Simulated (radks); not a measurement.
Values are calculated unless marked as measured or tabulated.
Ionisation of B, [He] 2s2 2p1, to B+, [He] 2s2, under several functionals. Scalar-relativistic Kohn-Sham, spin-polarised, spherical densities, finite nucleus; open shells are filled with parallel spins first; a radial shooting solver on a logarithmic mesh with Libxc functionals. The NIST Atomic Spectra Database gives 8.298 eV (measured). Rank these functionals by the error of their Delta-SCF ionisation energy: revPBE; BLYP; RPBE; LDA (Slater exchange, Perdew-Wang correlation); MS2 meta-GGA; LDA (Slater exchange, VWN5 correlation).

Answer. From best to worst: MS2 meta-GGA 8.310 eV (+0.012); BLYP 8.410 eV (+0.112); revPBE 8.439 eV (+0.141); RPBE 8.447 eV (+0.149); LDA (Slater exchange, Perdew-Wang correlation) 8.573 eV (+0.275); LDA (Slater exchange, VWN5 correlation) 8.578 eV (+0.280). Open shells are spherical and high-spin; term and fine-structure splittings are not resolved.
